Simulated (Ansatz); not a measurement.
C2H6ClFSeSn, SMILES `C[Se][Sn]([CH3])([F])[Cl]`, charge 0, multiplicity 1.

**Question.** Give a relaxed structure at PBE0-D4/def2-TZVP (the Gaussian-basis code of Ansatz). (Best estimate.)

**Answer.** Ansatz gave: 
```xyz
12

C    -2.3858   -1.1766    0.3697
Se   -1.2508   -0.7931   -1.1841
Sn    0.5937    0.2687    0.1098
C     2.2714    1.0687   -0.9026
F     1.2448   -1.0527    1.3458
Cl   -0.3226    1.8359    1.5671
H    -3.2989   -1.6082   -0.0364
H    -2.6152   -0.2557    0.9003
H    -1.8943   -1.8928    1.0232
H     1.9615    1.9350   -1.4853
H     2.6933    0.3061   -1.5559
H     3.0030    1.3647   -0.1517
```
This is one stationary point; other conformers may exist.
